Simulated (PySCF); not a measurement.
Al(CF3)(OH)2 (CH2AlF3O2), SMILES [OH][Al]([OH])[C](F)(F)F. Atoms are numbered in the order given.

```xyz
9

Al     0.3665     0.7826     0.5332
C     -0.3400    -0.7727    -0.5121
F     -1.6881    -0.8849    -0.3814
F      0.1806    -1.9625    -0.1370
F     -0.0933    -0.6470    -1.8407
O      1.3898     0.4236     1.8270
H      1.8384     0.9791     2.4677
O     -0.1596     2.2943    -0.0017
H      0.0025     3.1894     0.3018
```
Charge 0, spin multiplicity 1.

Geometry: B3LYP-D3(BJ)/def2-SVP. The structure was generated by enumeration; whether it is a known compound was not checked. The values are those of a single conformer.

The numbers are results of PBE/def2-TZVP run with PySCF, not measurements.

Gas-phase values at a fixed geometry.

```yaml
total_energy: -731.44733 hartree
highest_occupied_level: -7.50 eV
lowest_empty_level: -1.53 eV
orbital_gap: 5.97 eV
dipole_moment: 4.38 D
quadrupole, principal values (traceless, Buckingham form, about the centre of nuclear charge): -8.26, -2.13, 10.39 D·Å
mean_static_polarisability: 45.5 bohr³ (6.74 Å³)
polarisability_principal_values: 39.4, 47.3, 49.9 bohr³
```
